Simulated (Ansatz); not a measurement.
Relaxation of H9N3OSi2 (15 atoms, charge 0, multiplicity 1), to a largest force component of 0.02 eV/Å in at most 40 steps.

The calculation used RKS PBE0/6-31G (Ansatz).

```xyz
15
Properties=species:S:1:pos:R:3
Si 0.000 0.000 0.000
O 0.000 0.000 1.680
Si -1.315 -0.407 2.644
H -2.239 -1.240 1.880
H -0.851 -1.143 3.816
H -1.999 0.809 3.073
N 1.716 0.000 -0.606
H 2.215 -0.918 -0.787
H 2.217 0.918 -0.778
N -0.857 1.485 -0.606
H -1.877 1.430 -0.889
H -0.337 2.406 -0.677
N -0.857 -1.485 -0.606
H -1.392 -2.101 0.070
H -0.822 -1.734 -1.636
```

**Question.** Where does it end, and by what steps?

**Answer.** The run converged. Limits of this set-up: no polarisation functions. After 18 steps the energy has fallen by 1.128 eV; H8 moved furthest, 1.53 Å.

| step | energy less start (eV) | largest force component (eV/Å) | accepted |
| --- | --- | --- | --- |
| 0 | 0.0000 | 3.025 | yes |
| 1 | -0.7688 | 1.497 | yes |
| 2 | -0.9124 | 0.412 | yes |
| 3 | -0.9650 | 0.242 | yes |
| 4 | -0.9865 | 0.810 | yes |
| 5 | -1.0461 | 0.162 | yes |
| 6 | -1.0605 | 0.154 | yes |
| 7 | -1.0939 | 0.147 | yes |
| 8 | -1.0886 | 0.684 | no |
| 9 | -1.1063 | 0.069 | yes |
| 10 | -1.1156 | 0.142 | yes |
| 11 | -1.1142 | 0.409 | no |
| 12 | -1.1222 | 0.056 | yes |
| 13 | -1.1258 | 0.042 | yes |
| 14 | -1.1257 | 0.186 | no |
| 15 | -1.1276 | 0.046 | yes |
| 16 | -1.1279 | 0.034 | yes |
| 17 | -1.1279 | 0.023 | no |
| 18 | -1.1280 | 0.005 | yes |

```xyz
15
Properties=species:S:1:pos:R:3
Si -0.153 -0.108 -0.225
O -0.487 -0.513 1.383
Si -1.233 -0.434 2.894
H -2.588 -1.095 2.860
H -0.376 -1.151 3.901
H -1.413 0.995 3.341
N 1.574 0.140 -0.189
H 2.131 -0.216 0.570
H 2.093 0.512 -0.966
N -0.805 1.347 -0.926
H -1.727 1.380 -1.330
H -0.349 2.238 -0.825
N -0.911 -1.405 -1.116
H -1.122 -2.285 -0.677
H -1.032 -1.385 -2.115
```

Time of the run: 2.2 min on 1 thread of Arm Neoverse V1, with other jobs on the host, peak memory 0.2 GiB.
